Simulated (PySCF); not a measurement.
## Computed properties of BBrClH₂N, SMILES NB(Cl)Br

B(Cl)(Br)(NH2) (BBrClH2N), SMILES ClB(N)Br. Coordinates come from a PBE0-D3(BJ)/def2-SVP optimisation. The values are those of a single conformer. All values are computed for the isolated molecule unless a solvent is named; none is compared with measurement here.

**Structure.** The optimised structure has Cs symmetry. All 12 harmonic modes at PBE0-D3(BJ)/def2-SVP (PySCF) are real, so it is a minimum. With heavy atoms numbered as in [B:1]([Cl:2])([Br:3])[NH2:4], the shortest bond between them is B1–N4 at 1.386 Å and the longest B1–Br3 at 1.927 Å.

**Vibrations.** The strongest infrared lines (harmonic, unscaled, degenerate partners summed) lie at 1063 cm⁻¹ (305 km/mol, B 52 %, H 33 %, N 12 %), 1587 cm⁻¹ (227 km/mol, H 65 %, N 24 %, B 11 %), 543 cm⁻¹ (163 km/mol, H 54 %, N 25 %, B 21 %). The softest mode is at 217 cm⁻¹ and the zero-point energy is 21.1 kcal/mol.

**Electronic structure.** PBE0/def2-TZVPD (PySCF) places the frontier levels at -8.35 and -0.23 eV, a gap of 8.12 eV, and gives a dipole moment of 2.78 D and a mean polarisability of 58.9 bohr³.

**Excitations.** TDDFT-CAM-B3LYP/def2-SVPD (PySCF) has S1 at 6.82 eV (182 nm, f = 0.000, dark); the most intense of the 10 singlets computed lies at 8.48 eV (f = 0.19). T1 (TDA) is at 6.16 eV. No vertical singlet excitation falls in the visible range (under 3.1 eV).

**NMR.** GIAO shifts at PBE0/pcSseg-1 (PySCF) (non-relativistic, atoms alike by connectivity averaged): ¹H at 4.2 ppm against TMS; ¹¹B at 25.8 ppm against BF3. Without spin–orbit terms, shifts of atoms bonded to Cl or Br come out too high.
